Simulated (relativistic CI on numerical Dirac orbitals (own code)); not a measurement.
# Line list: Forbidden lines, Bi15+

Calculated at this level of theory: Dirac-Coulomb-Breit CI, KLI orbitals optimised for each configuration, a model potential for QED, unscaled Slater integrals (own radial code, finite nucleus).

CI space (outside the closed core [Kr] 4d10): 4f14.5s2.5p6, 4f14.5s2.5p5.5d, 4f14.5s.5p6.5d, 4f14.5s2.5p5.5f, 4f14.5s2.5p5.5g, 4f14.5s.5p6.5f, 4f14.5s2.5p5.6s, 4f13.5s2.5p6.5d, 4f14.5s2.5p5.6p, 4f14.5s.5p6.5g, 4f14.5s2.5p5.6d, 4f14.5s.5p6.6s, 4f13.5s2.5p6.6s, 4f14.5s2.5p5.7s, 4f14.5s.5p6.6p, 4f14.5s2.5p5.6f, 4f13.5s2.5p6.5f, 4f14.5s2.5p5.7p, 4f14.5p6.5d2, 4f14.5p5.5d3, 4f14.5p5.5d2.5f, 4f14.5p5.5d2.5g, 4f14.5p5.5d2.6s, 4f14.5p6.5f2, 4f14.5p5.5d.5f2, 4f14.5p5.5f3, 4f14.5p5.5f2.5g, 4f14.5p5.5f2.6s. Double excitations out of closed p, d and f shells are left out; levels of such configurations are missing from the list, as are those of other unlisted configurations, and high levels can miss mixing partners. These lack a partner that the ground configuration has and come out too high: 4f13.5s2.5p6.5d, 4f14.5s2.5p5.6p, 4f14.5s2.5p5.6d, 4f13.5s2.5p6.6s, 4f14.5s2.5p5.7s.

```tsv
λ vac (nm)	Lower	Upper	Type	A (s⁻¹)	log gf
12.622	4f14.5s2.5p5.5d 3F°_4 [6]	4f13.5s2.5p6.5d 3H°_5 [52]	E2	7.05e+04	-5.73
12.911	4f14.5s2.5p5.5d 3F°_3 [4]	4f13.5s2.5p6.5d 3H°_4 [37]	E2	7.33e+04	-5.78
13.133	4f14.5s2.5p5.5d 3F°_4 [6]	4f13.5s2.5p6.5d 3G°_5 [45]	E2	1.15e+05	-5.49
13.162	4f14.5s2.5p5.5d 3F°_4 [6]	4f13.5s2.5p6.5d 3F°_4 [44]	E2	4.54e+04	-5.97
13.234	4f14.5s2.5p5.5d 3P°_1 [3]	4f13.5s2.5p6.5d 3D°_3 [27]	E2	1.64e+05	-5.52
13.283	4f14.5s2.5p5.5d 3P°_0 [2]	4f13.5s2.5p6.5d 3P°_2 [23]	E2	1.43e+05	-5.72
13.341	4f14.5s2.5p5.5d 1D°_2 [7]	4f13.5s2.5p6.5d 3F°_4 [44]	E2	8.50e+04	-5.69
13.362	4f14.5s2.5p5.5d 1D°_2 [7]	4f13.5s2.5p6.5d 3D°_3 [42]	E2	1.66e+05	-5.51
13.418	4f14.5s2.5p5.5d 3F°_3 [4]	4f13.5s2.5p6.5d 3G°_4 [29]	E2	9.31e+04	-5.65
13.421	4f14.5s2.5p5.5d 3F°_4 [6]	4f13.5s2.5p6.5d 3H°_6 [35]	E2	2.75e+05	-5.02
13.504	4f14.5s2.5p5.5d 3D°_2 [5]	4f13.5s2.5p6.5d 3G°_4 [29]	E2	2.25e+05	-5.26
13.541	4f14.5s2.5p5.5d 3P°_1 [3]	4f13.5s2.5p6.5d 3P°_2 [23]	E2	1.81e+05	-5.60
13.542	4f14.5s2.5p5.5d 1D°_2 [7]	4f13.5s2.5p6.5d 1D°_2 [36]	E2	1.59e+05	-5.66
13.580	4f14.5s2.5p5.5d 3D°_2 [5]	4f13.5s2.5p6.5d 3D°_3 [27]	E2	1.65e+05	-5.50
13.640	4f14.5s2.5p5.5d 3F°_3 [4]	4f13.5s2.5p6.5d 3H°_5 [25]	E2	2.68e+05	-5.08
13.695	4f14.5s2.5p5.5d 3D°_3 [8]	4f13.5s2.5p6.5d 3G°_5 [45]	E2	1.88e+05	-5.23
13.726	4f14.5s2.5p5.5d 3D°_3 [8]	4f13.5s2.5p6.5d 3F°_4 [44]	E2	1.77e+05	-5.35
13.748	4f14.5s2.5p5.5d 3D°_3 [8]	4f13.5s2.5p6.5d 3D°_3 [42]	E2	9.01e+04	-5.75
17.638	4f14.5s2.5p5.5d 3P°_0 [2]	4f14.5s2.5p5.6s 3P°_2 [14]	E2	2.56e+05	-5.22
18.095	4f14.5s2.5p5.5d 3P°_1 [3]	4f14.5s2.5p5.6s 3P°_2 [14]	E2	6.85e+05	-4.77
18.270	4f14.5s2.5p5.5d 3F°_2 [10]	4f14.5s2.5p5.6s 3P°_0 [38]	E2	2.30e+06	-4.94
18.582	4f14.5s2.5p5.5d 3F°_3 [4]	4f14.5s2.5p5.6s 3P°_2 [14]	E2	7.00e+05	-4.74
18.747	4f14.5s2.5p5.5d 3D°_2 [5]	4f14.5s2.5p5.6s 3P°_2 [14]	E2	8.49e+05	-4.65
19.450	4f14.5s2.5p5.5d 3F°_4 [6]	4f14.5s2.5p5.6s 3P°_2 [14]	E2	1.66e+06	-4.33
19.779	4f14.5s2.5p5.5d 3D°_2 [11]	4f14.5s2.5p5.6s 3P°_0 [38]	E2	2.28e+06	-4.87
19.844	4f14.5s2.5p5.5d 1D°_2 [7]	4f14.5s2.5p5.6s 3P°_2 [14]	E2	1.05e+05	-5.51
20.707	4f14.5s2.5p5.5d 3D°_3 [8]	4f14.5s2.5p5.6s 3P°_2 [14]	E2	4.83e+05	-4.81
38.856	4f14.5s2.5p5.5d 3F°_4 [6]	4f14.5s2.5p5.5d 3F°_3 [12]	M1	1.65e+05	-4.58
41.831	4f14.5s2.5p5.5d 1D°_2 [7]	4f14.5s2.5p5.5d 3D°_2 [11]	M1	8.91e+04	-4.93
43.188	4f14.5s2.5p5.5d 3F°_3 [4]	4f14.5s2.5p5.5d 3F°_2 [10]	M1	1.53e+05	-4.67
```

Terms are leading LS components. Brackets give the number of a level in order of energy, since labels repeat. The list gives strong lines, with weight on those to low levels, among the lowest 166 of 3313 levels, so that lines to higher ones, which can be the strongest, are missing. Levels whose partners in the same complex of configurations lie outside the list can be far off, and so can their lines. Rates are taken at the computed energies, electric ones in the length gauge.

At this charge energies of transitions that change n are usually good to better than 1 %, and those within a shell (Δn = 0) to a few per cent. Levels and lines within the n = 5 or 6 shells can be off by up to 10 % or somewhat more, and those that change n by about 2 %, since core polarisation is missing.

(1) From the table, what is the radiative lifetime of 4f14.5s2.5p5.6s 3P°_2?

## Answers

(1) The listed rates from this level add up to about 4.74e+06 s⁻¹, 100 % of its decay; with all channels τ = 2.11e-07 s.

LS names give the leading component of a level, which can be under half, so a name can repeat, a term be missing and a line seem to break the LS rules.
